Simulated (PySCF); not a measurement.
Numbering as in the mapped SMILES `[CH3:1][c:2]1[s:3][cH:4][p:5][c:6]1[CH:7]([CH3:8])[CH3:9]`. Hydrogens are named by the atom that carries them.

Geometry: PBE0-D3(BJ)/def2-SVP; GIAO shifts from PySCF, gas phase, non-relativistic, averaged over equivalent atoms.

At WP04/pcSseg-1 (222 basis functions, 76 s wall time on 1 thread of an Arm Neoverse N1, shared host):
| atoms | δ (ppm) |
| --- | --- |
| C6 | 179.5 |
| C4 | 167.5 |
| C2 | 154.3 |
| C7 | 36.8 |
| C8/C9 | 27.7 |
| C1 | 16.9 |
| S3 | 344.2 |
| P5 | 268.1 |
| H(C4) | 8.08 |
| H(C7) | 2.78 |
| H(C1) | 2.44 |
| H(C8)/H(C9) | 1.32 |

Shifts are taken against calculated references (same method and geometry level): ¹³C (172.44 ppm), ¹H (31.56 ppm) against TMS; ³³S (462.27 ppm) against CS2; H3PO4 for ³¹P (299.29 ppm).

Question: What do these become at PBE0/pcSseg-1?

Answer: 
| atoms | δ at PBE0/pcSseg-1 | change |
| --- | --- | --- |
| C6 | 176.8 | -2.7 |
| C4 | 162.2 | -5.3 |
| C2 | 151.2 | -3.1 |
| C7 | 33.3 | -3.5 |
| C8/C9 | 27.7 | +0.0 |
| C1 | 14.7 | -2.2 |
| S3 | 336.1 | -8.1 |
| P5 | 238.1 | -30.0 |
| H(C4) | 8.28 | +0.20 |
| H(C7) | 2.94 | +0.16 |
| H(C1) | 2.54 | +0.10 |
| H(C8)/H(C9) | 1.38 | +0.06 |

References, each an isolated molecule treated in the same way: TMS for ¹³C (σ = 184.41 ppm) and ¹H (σ = 31.27 ppm); ³³S (σ = 495.66 ppm) vs CS2; H3PO4 for ³¹P (σ = 310.13 ppm).

The largest change is at P5 (phosphorus bonded to 2 C, in a 5-membered ring). Cost: 222 basis functions, 78 s wall time on 1 thread of an Arm Neoverse N1, shared host. The order of the carbon signals is the same at both levels.

Experimental scales use liquid or dissolved standards, which lie at an offset from isolated H3PO4.
